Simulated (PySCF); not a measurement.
## Argon: a sound run and one with changed settings

Sound run: Ar²⁺ [Ne] 3s2 3p4, Ar³⁺ [Ne] 3s2 3p3. Calculation: PySCF 2.14, in x2c-TZVPall; scalar relativity by spin-free X2C-1e. The sound run starts from symmetry-adapted Hartree-Fock orbitals and uses a fine grid where one is needed.

Changed run: radial step 0.3 in ln r (0.13 in the sound run). This setting is unsound on purpose.

```json
{"species": "Ar²⁺", "method": "UHF", "sound run (hartree)": "-527.11003", "changed run (hartree)": "-527.11003", "converged": "yes"}
{"species": "Ar²⁺", "method": "PBE0", "sound run (hartree)": "-527.60232", "changed run (hartree)": "-527.60173", "converged": "yes"}
{"species": "Ar²⁺", "method": "TPSS", "sound run (hartree)": "-527.78349", "changed run (hartree)": "-527.78138", "converged": "yes"}
{"species": "Ar³⁺", "method": "UHF", "sound run (hartree)": "-525.66357", "changed run (hartree)": "-525.66357", "converged": "yes"}
{"species": "Ar³⁺", "method": "PBE0", "sound run (hartree)": "-526.10615", "changed run (hartree)": "-526.10519", "converged": "yes"}
{"species": "Ar³⁺", "method": "TPSS", "sound run (hartree)": "-526.28447", "changed run (hartree)": "-526.28342", "converged": "yes"}
```

Ionisation energy of Ar²⁺:

```csv
method,sound run (eV),changed run (eV)
UHF,39.360,39.360
PBE0,40.713,40.723
TPSS,40.790,40.761
```

A coarse radial grid mis-integrates the density and the exchange-correlation energy, with errors of either sign; Hartree-Fock needs no grid.

For comparison, NIST gives 40.735 ± 0.012 eV between the lowest levels.
